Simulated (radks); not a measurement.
All-electron atom: Ni2+ in [Ne] 3s2 3p5 3d8 4s1 (not the ground configuration). Calculated with a radial shooting solver on a logarithmic mesh with Libxc functionals: scalar-relativistic Kohn-Sham, exchange-only LDA, spin-polarised, spherical densities, point nucleus; open shells are filled with parallel spins first.

Local quantities along the radius. ELF = 1/(1 + alpha^2) is the electron localisation function; alpha = (tau - tau_W)/tau_unif compares the Pauli kinetic energy density with that of the uniform gas (summed over spins); r v_xc is r times the local exchange-correlation potential of spin up (hartree bohr). tau is taken from the large components.

r (bohr)	ELF	alpha	r v_xc
0.003501	1.000	0.01763	-0.08241
0.004595	1.000	0.01886	-0.1056
0.005984	1.000	0.02074	-0.1335
0.007854	0.999	0.02378	-0.1685
0.01031	0.999	0.02863	-0.2105
0.01342	0.999	0.03638	-0.2578
0.01762	0.997	0.05036	-0.3119
0.02313	0.994	0.07716	-0.3686
0.03012	0.983	0.1316	-0.4214
0.03953	0.936	0.2624	-0.4672
0.05189	0.745	0.5855	-0.4996
0.06756	0.408	1.206	-0.5241
0.08868	0.282	1.597	-0.5679
0.1164	0.467	1.069	-0.6548
0.1516	0.734	0.6027	-0.7574
0.1989	0.814	0.4787	-0.8266
0.2611	0.639	0.7521	-0.8232
0.34	0.243	1.764	-0.7957
0.4463	0.306	1.507	-0.8738
0.5812	0.663	0.7132	-1.013
0.7628	0.748	0.5801	-1.070
1.001	0.614	0.7924	-0.9968
1.304	0.337	1.404	-0.8554
1.711	0.188	2.075	-0.7287
2.246	0.267	1.655	-0.6371
2.925	0.458	1.088	-0.5185
3.839	0.529	0.9437	-0.3477
5.039	0.352	1.356	-0.1778
6.562	0.076	3.483	-0.06636

On this mesh the ELF has minima near r = 0.089, 0.39, 1.7 bohr, which separate the shells, and maxima near 0.20 (0.81), 0.76 (0.75), 3.8 (0.53).

Self-consistent cycle (total energy in hartree, residual of the potential): 1: -1508.829915, 5e+00; 2: -1511.433743, 3e+00; 3: -1512.187302, 4e-01; 4: -1512.182809, 5e-01; 5: -1512.224742, 1e-01; 6: -1512.227322, 6e-02; 7: -1512.228117, 8e-03; 8: -1512.228132, 2e-03; 9: -1512.228132, 3e-04; 10: -1512.228132, 2e-04; 11: -1512.228132, 8e-06; 12: -1512.228132, 9e-07; 13: -1512.228132, 4e-08; 14: -1512.228132, 1e-08; 15: -1512.228132, 6e-10.
